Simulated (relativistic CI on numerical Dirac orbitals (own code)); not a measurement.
## Re XLVI: what numerical and physical settings do to a radial Dirac CI calculation

Reference input:

```
atom Re  Z=75  charge=45  electrons=30
nucleus A=187  rms_radius_fm=5.3698
hamiltonian dirac-coulomb  breit=on  qed=on  c_scale=1
orbitals kli  potential=per-configuration
slater_scale 1
correlation none
mixing on
grid step=0.0125 r_max=3.2
scf mixing=0.4 start=green max_iterations=150 tolerance=2e-08 node_fill=0.05
configurations
  [Ar] 3d10 4s2
  [Ar] 3d10 4s 4p
  [Ar] 3d10 4p2
  [Ar] 3d10 4s 4d
  [Ar] 3d10 4s 4f
end
```

Computed lowest total energy -15288.53653 Ha, first excitation 711195.2 cm⁻¹, 51 SCF steps. Runs with settings changed; * marks those that are bad on purpose (the QED terms keep the true α when c is scaled):

| Changed | Outcome | Lowest level | ΔE (Ha) | First excitation (cm⁻¹) | SCF steps | Message |
| --- | --- | --- | --- | --- | --- | --- |
| SCF mixing 0.05, speed of light × 1.25, grid step 0.006 | converged | 4s2 1S_0 | 354 | 671504.8 | 59 |  |
| QED terms off | converged | 4s2 1S_0 | -12.3 | 722446.8 | 51 |  |
| SCF mixing 0.2, speed of light × 1.25 | converged | 4s2 1S_0 | 354 | 671504.8 | 55 |  |
| SCF mixing 0.05 | converged | 4s2 1S_0 | 2.84e-10 | 711195.2 | 60 |  |
| node fill of the KLI weights 50 * | converged | 4s2 1S_0 | 0.315 | 709135.7 | 50 |  |
| SCF mixing 1.8 * | converged | 4s2 1S_0 | 5.89e-10 | 711195.2 | 55 |  |
